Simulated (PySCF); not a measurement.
Cl4HSi2, charge +1, multiplicity 1. Atoms are numbered in the order given.

```xyz
7

Cl     1.9002    -2.0535    -0.5647
Si     0.9649    -0.2996    -0.2579
Cl     2.0875     1.1280     0.6026
Si    -1.4014    -0.0127    -0.4912
Cl    -1.8301    -0.7530     1.3748
Cl    -1.6858     1.9856    -0.7008
H     -1.9111    -0.8487    -1.6121
```
Charge +1, spin multiplicity 1.

Geometry optimised at PBE-D3(BJ)/def2-SVP. The spin state was assumed, not searched. The isomer is the one that the SMILES or the coordinates give; other isomers of the formula were not compared. One conformer was computed; it need not be the lowest.

Method: PySCF 2.14.0 with PBE-D3(BJ)/def2-SVP.

Frequencies are harmonic and unscaled.

Q: List the normal modes with their intensities. (Estimate from the structure and the level; the computed values follow.)

A: 
| mode | ν (cm⁻¹) | IR (km/mol) | moving atoms (share of kinetic energy) |
|---|---|---|---|
| 1 | 20 | 0.2 | Cl 98 % |
| 2 | 39 | 1.8 | Cl 92 %, Si 8 % |
| 3 | 60 | 3.7 | Cl 86 %, Si 13 % |
| 4 | 123 | 1.1 | Cl 88 %, Si 12 % |
| 5 | 176 | 17.6 | Cl 70 %, Si 28 % |
| 6 | 187 | 6.1 | Si 65 %, Cl 34 % |
| 7 | 211 | 7.6 | Si 57 %, Cl 43 % |
| 8 | 334 | 27.9 | Si 57 %, Cl 39 % |
| 9 | 518 | 48.1 | Cl 55 %, Si 44 % |
| 10 | 600 | 103.2 | Si 58 %, Cl 34 % |
| 11 | 622 | 48.9 | Si 49 %, Cl 35 %, H 16 % |
| 12 | 660 | 109.5 | H 44 %, Si 37 %, Cl 19 % |
| 13 | 683 | 91.6 | Si 45 %, H 35 %, Cl 20 % |
| 14 | 748 | 85.3 | H 86 %, Si 12 % |
| 15 | 2242 | 5.5 | H 96 % |
